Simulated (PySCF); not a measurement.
## Running PySCF for CaSb

File input.py (PySCF 2.14):

```python
from pyscf import gto, scf
from pyscf.hessian import thermo

mol = gto.M(
    atom='Ca 0 0 0; Sb 0 0 3.398',
    basis='def2-svp',
    ecp={'Sb': 'def2-svp'},
    charge=0,
    spin=3,
    symmetry=True,
    verbose=4,
)
mf = scf.UHF(mol)
mf.kernel()
hess = mf.Hessian().kernel()
print('wavenumber (cm^-1) =', thermo.harmonic_analysis(mol, hess)['freq_wavenumber'].round(1))
mf.dip_moment()
print('orbital energies (hartree):', [e[max(0, n-3):n+3].round(4) for e, n in zip(mf.mo_energy, mol.nelec)])
```

```bash
$ OMP_NUM_THREADS=1 python input.py
```

Output (some set-up lines and the per-cycle HOMO/LUMO lines with their warnings removed):

```
PySCF version 2.14.0

[INPUT] verbose = 4
[INPUT] num. atoms = 2
[INPUT] num. electrons = 43
[INPUT] charge = 0
[INPUT] spin (= nelec alpha-beta = 2S) = 3
[INPUT] symmetry True subgroup None
[INPUT] Mole.unit = angstrom
[INPUT] Symbol           X                Y                Z      unit          X                Y                Z       unit  Magmom
[INPUT]  1 Ca     0.000000000000   0.000000000000   0.000000000000 AA    0.000000000000   0.000000000000   0.000000000000 Bohr   0.0
[INPUT]  2 Sb     0.000000000000   0.000000000000   3.398000000000 AA    0.000000000000   0.000000000000   6.421289371272 Bohr   0.0

nuclear repulsion = 71.6367030674514
point group symmetry = Coov
symmetry origin: [0.         0.         4.61247546]
symmetry axis x: [1. 0. 0.]
symmetry axis y: [0. 1. 0.]
symmetry axis z: [0. 0. 1.]
num. orbitals of irrep A1 = 20
num. orbitals of irrep E1x = 11
num. orbitals of irrep E1y = 11
num. orbitals of irrep E2x = 4
num. orbitals of irrep E2y = 4
number of shells = 20
number of NR pGTOs = 122
number of NR cGTOs = 50
basis = def2-svp
ecp = {'Sb': 'def2-svp'}

******** <class 'pyscf.scf.uhf_symm.SymAdaptedUHF'> ********
method = SymAdaptedUHF
initial guess = minao
damping factor = 0
level_shift factor = 0
DIIS = <class 'pyscf.scf.diis.CDIIS'>
diis_start_cycle = 1
diis_space = 8
diis_damp = 0
SCF conv_tol = 1e-09
SCF conv_tol_grad = None
SCF max_cycles = 50
direct_scf = True
direct_scf_tol = 1e-13
number electrons alpha = 23  beta = 20
Freeze 0 electrons in irreps []
    43 free electrons in irreps A1 E1x E1y E2x E2y
Set gradient conv threshold to 3.16228e-05
init E= -889.982879704552

cycle= 1 E= -915.201101311739  delta_E= -25.2  |g|= 1.13  |ddm|=  6.7
cycle= 2 E= -915.621810138134  delta_E= -0.421  |g|= 0.615  |ddm|= 3.57
cycle= 3 E= -915.917698751253  delta_E= -0.296  |g|= 0.118  |ddm|= 1.48
cycle= 4 E= -915.939549351891  delta_E= -0.0219  |g|= 0.0369  |ddm|= 0.42
cycle= 5 E= -915.945188633266  delta_E= -0.00564  |g|= 0.0187  |ddm|= 0.235
cycle= 6 E= -915.947391895967  delta_E= -0.0022  |g|= 0.00699  |ddm|= 0.188
cycle= 7 E= -915.947746364518  delta_E= -0.000354  |g|= 0.00381  |ddm|= 0.056
cycle= 8 E= -915.947880441531  delta_E= -0.000134  |g|= 0.00216  |ddm|= 0.0374
cycle= 9 E= -915.947927157989  delta_E= -4.67e-05  |g|= 0.000942  |ddm|= 0.0281
cycle= 10 E= -915.94793481275  delta_E= -7.65e-06  |g|= 0.000475  |ddm|= 0.0123
cycle= 11 E= -915.947936555449  delta_E= -1.74e-06  |g|= 0.000272  |ddm|= 0.00532
cycle= 12 E= -915.947937274499  delta_E= -7.19e-07  |g|= 0.000128  |ddm|= 0.00384
cycle= 13 E= -915.947937471646  delta_E= -1.97e-07  |g|= 3.83e-05  |ddm|= 0.00267
cycle= 14 E= -915.947937483144  delta_E= -1.15e-08  |g|= 1.64e-05  |ddm|= 0.000449
cycle= 15 E= -915.947937485116  delta_E= -1.97e-09  |g|= 4.8e-06  |ddm|= 0.000224
cycle= 16 E= -915.947937485213  delta_E= -9.73e-11  |g|= 1e-06  |ddm|= 4.26e-05
Extra cycle  E= -915.947937485215  delta_E= -1.82e-12  |g|= 5.24e-07  |ddm|= 4.86e-06
converged SCF energy = -915.947937485215  <S^2> = 3.7891886  2S+1 = 4.0195465
wavenumber (cm^-1) = [107.6]
Dipole moment(X, Y, Z, Debye):  0.00000,  0.00000, -4.93501
orbital energies (hartree): [array([-0.2882, -0.2876, -0.214 ,  0.0545,  0.0545,  0.0623]), array([-1.3533e+00, -5.0720e-01, -2.2670e-01, -1.0000e-04,  4.5100e-02,
        4.5100e-02])]
```

In short: E(SCF) = -915.947937 Eh, ⟨S²⟩ = 3.789, μz(SCF) = -4.94 D, wavenumbers 108 cm⁻¹.

Hardware: Arm Neoverse V1, 1 thread, shared host. Wall time 16 s, peak memory 0.13 GiB.

The bond length is a typed value, not an optimised one, so the wavenumber is not that of the minimum. No search for the lowest solution was made.
